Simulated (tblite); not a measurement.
C5H12BGaO.
SMILES with atom numbers: `[CH2:1]=[C:2]([GaH2:3])[O:4][CH2:5][B:6]([CH3:7])[CH3:8]` (hydrogens: H9, H10 on C1; H11, H12 on Ga3; H13, H14 on C5; H15, H16, H17 on C7; H18, H19, H20 on C8)

Computed with GFN2-xTB (tblite), gas phase: L-BFGS steps from a force-field or distance-geometry start until the largest atomic force falls under 0.01 eV/Å.

Geometry at step 31:
```
atom  x, y, z in Å
C1      2.2962   -0.5863   -1.8078
C2      2.1052   -0.5015   -0.4953
Ga3     3.4339   -0.6074    0.9984
O4      0.9633   -0.1657    0.1762
C5     -0.1154    0.4310   -0.5679
B6     -1.5715    0.2887    0.0780
C7     -2.4242    1.6067    0.1849
C8     -2.2339   -1.0822    0.4683
H9      3.2668   -0.8917   -2.1695
H10     1.5354   -0.4169   -2.5595
H11     4.9833   -0.9076    0.7525
H12     2.9601   -0.2439    2.4568
H13    -0.1767   -0.0399   -1.5604
H14     0.1861    1.4724   -0.7554
H15    -2.0799    2.1684    1.0538
H16    -3.4909    1.4482    0.3149
H17    -2.2794    2.2668   -0.6679
H18    -1.6175   -1.9780    0.4211
H19    -2.6620   -1.0243    1.4677
H20    -3.0842   -1.2260   -0.2016
```

**Question.** What forces act on the atoms?

**Answer.** 
| atom | Fx (eV/Å) | Fy (eV/Å) | Fz (eV/Å) |
| --- | --- | --- | --- |
| C1 | 0.004 | 0.005 | -0.052 |
| C2 | -0.104 | -0.028 | -0.043 |
| Ga3 | -0.091 | 0.020 | -0.002 |
| O4 | 0.071 | -0.064 | -0.072 |
| C5 | 0.068 | 0.021 | 0.001 |
| B6 | 0.118 | 0.045 | -0.031 |
| C7 | 0.007 | 0.029 | 0.015 |
| C8 | 0.019 | 0.031 | 0.002 |
| H9 | 0.015 | 0.019 | 0.016 |
| H10 | 0.084 | 0.006 | 0.015 |
| H11 | -0.050 | -0.025 | 0.038 |
| H12 | -0.027 | -0.019 | -0.026 |
| H13 | -0.042 | -0.093 | 0.084 |
| H14 | -0.130 | 0.016 | 0.028 |
| H15 | 0.011 | 0.015 | 0.008 |
| H16 | -0.020 | -0.020 | 0.002 |
| H17 | -0.008 | 0.018 | -0.008 |
| H18 | 0.070 | 0.159 | -0.027 |
| H19 | -0.005 | -0.041 | 0.021 |
| H20 | 0.010 | -0.093 | 0.031 |

The largest, 0.18 eV/Å, acts on H18; the rms over all components is 0.051 eV/Å. The forces sum to zero within rounding, as they must for an isolated molecule in no field.

**Question.** Give the force on H18 in Eh/bohr and in nN.

**Answer.** 0.176 eV/Å ÷ 51.422 = 0.00342 Eh/bohr, and 0.176 eV/Å × 1.602 = 0.28 nN.

**Question.** How far is this geometry from the end of the optimisation?

**Answer.** 0.292 eV above it, and 1.259 Å rms away after alignment. The bonds farthest from their final lengths, with half the difference of the two atoms' forces along the bond (positive lengthens):

| bond | now (Å) | final (Å) | force along bond (eV/Å) |
| --- | --- | --- | --- |
| Ga3–H12 | 1.576 | 1.564 | -0.03 |
| O4–C5 | 1.440 | 1.428 | 0.00 |
| C5–B6 | 1.599 | 1.588 | -0.03 |
| C2–O4 | 1.367 | 1.376 | -0.08 |
| C2–Ga3 | 2.002 | 1.996 | +0.02 |
| B6–C8 | 1.572 | 1.567 | +0.03 |

The angle farthest from its final value is C1–C2–Ga3, 129.6° against 144.5°.

Of the 3 listed bonds off by 0.010 Å or more, this force points towards the final length in 2.

The cost below is that of the whole relaxation. On Arm Neoverse N1, one thread, no GPU, on a shared host, this took 2.6 s wall.
